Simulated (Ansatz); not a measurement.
`F[SiH2][SeH]` + H₂ → `[SiH3][SeH]` + H–F at 400 K and 1 bar (hydrogenolysis of the Si–F bond).

Program: Ansatz. Geometries: PBE0-D4/def2-TZVP. ΔE: electronic, gas phase. CCSD(T)/CBS adds triple-zeta CCSD(T) − MP2 to the extrapolated MP2 energy (def2 sets, frozen cores). This one scheme is used for every species. For Se outer-core shells are correlated without core-valence functions, which leaves a few kJ/mol of doubt a bond. Scalar relativity is left out up to krypton. One conformer a species, not always the lowest.

```json
{"species": "`F[SiH2][SeH]`", "CCSD(T)/CBS energy (Eh)": "-2791.46485", "H − E (kJ/mol)": "97.7", "S (J/(mol·K))": "328.5"}
{"species": "H₂", "CCSD(T)/CBS energy (Eh)": "-1.17544", "H − E (kJ/mol)": "38.0", "S (J/(mol·K))": "139.0"}
{"species": "`[SiH3][SeH]`", "CCSD(T)/CBS energy (Eh)": "-2692.20088", "H − E (kJ/mol)": "107.1", "S (J/(mol·K))": "307.6"}
{"species": "H–F", "CCSD(T)/CBS energy (Eh)": "-100.39570", "H − E (kJ/mol)": "36.5", "S (J/(mol·K))": "182.2"}
```

H − E and S are ideal-gas, rigid-rotor, harmonic terms from PBE0-D4/def2-TZVP, for one conformer and one mirror image of each species. The MP2-based limit puts H₂ 0.8 mEh under its directly extrapolated value; such offsets cancel only in part. 1 Eh = 2625.50 kJ/mol, R = 8.31446 J/(mol·K).

Q: By hand: ΔE, ΔH, ΔS and ΔG.

A: ΔE = (-2692.20088) + (-100.39570) − (-2791.46485) − (-1.17544) = 0.04371 Eh = 114.8 kJ/mol. Δ(H − E) = 107.1 + 36.5 − 97.7 − 38.0 = 7.9, so ΔH = 122.7 kJ/mol. ΔS = 307.6 + 182.2 − 328.5 − 139.0 = 22.3 J/(mol·K). ΔG = 122.7 − 400 × (22.3)/1000 = 113.8 kJ/mol.

Q: By hand: the equilibrium constant, and the temperature at which ΔG would vanish if ΔH and ΔS stayed fixed.

A: log₁₀ K = −ΔG/(RT ln 10) = -14.9. ΔG = 0 at ΔH/ΔS = 5502 K, far beyond where these terms or the molecules hold.

ΔH outweighs TΔS. A doubt of 5 kJ/mol in ΔE shifts log₁₀ K by 0.7 here. Other conformers and mirror images would add mixing entropy, several J/(mol·K) or more a flexible species. These are equilibria of isolated gas molecules and say nothing of rates. Largest T1 diagnostic: 0.010 (customary marks: 0.02 for closed shells, 0.045 for open ones).
